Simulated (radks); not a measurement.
The numbers below are computed, except where a source is named.
These are the eigenvalues of the occupied orbitals of an atom or ion with whole-number occupations (eV). Level of theory: scalar-relativistic Kohn-Sham, PBE, spin-polarised, spherical densities, finite nucleus; Fermi nuclear charge, rms radius of each element as measured or else 0.836 A^(1/3) + 0.57 fm (a radial shooting solver on a logarithmic mesh with Libxc functionals).

| orbital | eigenvalue |
|---|---|
| 1s up | -41812.90 |
| 1s down | -41812.89 |
| 2s up | -6727.333 |
| 2s down | -6727.324 |
| 2p up | -6019.820 |
| 2p down | -6019.811 |
| 3s up | -1452.163 |
| 3s down | -1451.442 |
| 3p up | -1228.033 |
| 3p down | -1227.314 |
| 3d up | -913.2396 |
| 3d down | -912.6808 |
| 4s up | -290.0742 |
| 4s down | -288.0148 |
| 4p up | -216.8758 |
| 4p down | -214.7883 |
| 4d up | -112.1828 |
| 4d down | -110.0557 |
| 5s up | -40.5887 |
| 5s down | -39.0793 |
| 5p up | -22.9230 |
| 5p down | -21.6851 |
| 6s up | -4.4369 |
| 4f up | -2.8872 |
| 6p up | -2.0287 |

Which element is it, and in what charge state? The configuration may be excited. Open shells, if any, are filled with parallel spins first.

Answer. Z = 59, praseodymium, charge 0: Pr in [Xe] 4f3 6s1 6p1. The list shows which subshells hold electrons but not how many an open one holds; the 1s level, -1536.6 hartree, gives Z - s = 55.4 by -(Z - s)^2/2, which with screening and relativity narrows Z to a few neighbours, and the depths of the outer levels then fix element, charge and occupations together.
